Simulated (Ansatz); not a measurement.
C4H6Si, charge +1, doublet, at a GFN2-xTB geometry (a state made from the parent by changing its charge; the spin is typed, not shown lowest); PBE0/STO-3G (Ansatz, a program for electronic structure).

The Ansatz input:
Ansatz 0.2 input:
```yaml
crystal:
  periodic: [false, false, false]
  atoms:
    - {symbol: C, position_ang: [-1.22297230, 0.75078937, -0.51141486]}
    - {symbol: C, position_ang: [-0.02715283, 1.29312926, -0.17636825]}
    - {symbol: Si, position_ang: [1.27639494, -0.07885050, 0.24867627]}
    - {symbol: C, position_ang: [-0.28677661, -1.22192005, 0.35874349]}
    - {symbol: C, position_ang: [-1.36635914, -0.63823961, -0.21587962]}
    - {symbol: H, position_ang: [-2.01628783, 1.31897589, -0.98269124]}
    - {symbol: H, position_ang: [0.17189996, 2.35218440, -0.14497500]}
    - {symbol: H, position_ang: [1.96693914, 0.11919603, 1.51453988]}
    - {symbol: H, position_ang: [1.99934934, -0.41289031, -0.97056525]}
    - {symbol: H, position_ang: [-0.29750373, -2.19506248, 0.82251505]}
    - {symbol: H, position_ang: [-2.27436082, -1.18105042, -0.45077585]}
basis:
  gaussian:
    orbitals: STO-3G
hamiltonian:
  xc: pbe0
total_charge: 1
magnetization: {spin_polarized: true, initial_magnetization: 1}
accuracy: high
```

The log (banner, timings and long lists left out):

```
Functional definition: PBE0
761 factors; integrals over basis functions are off by at most 2.5e-9 eV
mean field evaluation 1: about -11964.0885 eV, gradient 1.0e1 eV
mean field evaluation 2: about -11964.5075 eV, gradient 7.7e0 eV
mean field evaluation 4: about -11964.9400 eV, gradient 8.8e-1 eV
mean field evaluation 8: about -11964.8533 eV, gradient 1.4e-2 eV
mean field evaluation 16: about -11964.8533 eV, gradient 1.8e-5 eV
mean field -11964.85334114 eV, -439.7002502180 hartree, gradient 2.7e-8 eV, S^2 0.771789; 0 other end points of the search recorded, 0 dependent functions left out
reference -11964.85334316 eV, -439.7002502924 hartree; 22, 21 occupied and 13, 14 virtual orbitals, 761 factors
Total energy: -11964.85334316 eV, -439.7002502924 hartree
```
